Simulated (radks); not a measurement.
Results of a calculation; reference values are marked as such.
Neutral bismuth inside a hard spherical wall (all orbitals vanish at R), configuration held at [Hg] 6p3 and not refilled when levels cross. Code: a radial shooting solver on a logarithmic mesh with Libxc functionals. Model: scalar-relativistic Kohn-Sham, r2SCAN, spin-polarised, spherical densities, finite nucleus; open shells are filled with parallel spins first (spin-orbit coupling, left out, can overturn this in heavy ions); meta-GGA in the generalised Kohn-Sham scheme; Fermi nuclear charge, rms radius 5.5211 fm. Eigenvalues in eV for spin up, with the zero of energy where the potential of the charges vanishes at infinity; a dash marks a level that is unbound or too diffuse for the functional's potential to be trusted. A positive occupied level is held by the wall or, in an anion where self-interaction has pushed it up, behind a barrier. The pressure on the wall is -dE/dV.

| R (bohr) | E (hartree) | kinetic (hartree) | e(5p) | e(5d) | e(6s) | e(6p) | e(7s, empty) | e(6d, empty) | pressure (GPa) |
|---|---|---|---|---|---|---|---|---|---|
| free | -21526.8748 | 24400.224 | -97.984 | -27.660 | -15.637 | -5.539 | - | - | 0 |
| 15 | -21526.8748 | 24400.224 | -97.984 | -27.660 | -15.637 | -5.539 | -0.120 | 1.350 | < 0.0001 |
| 5 | -21526.7259 | 24401.077 | -95.032 | -24.840 | -13.447 | -2.659 | 14.037 | 10.528 | 18.5 |
| 3.5 | -21525.6256 | 24406.008 | -86.848 | -17.312 | -5.586 | 8.898 | 52.739 | 32.030 | 376 |
| 3 | -21524.0320 | 24412.621 | -79.705 | -10.694 | 3.420 | 21.573 | 89.185 | 52.365 | 1290 |
| 2 | -21505.6617 | 24481.174 | -37.421 | 34.057 | 84.455 | 125.15 | 328.05 | 188.23 | 29200 |
| 1.5 | -21449.1401 | 24666.123 | 39.924 | 127.27 | 285.27 | 356.35 | 778.53 | 449.33 | 232000 |
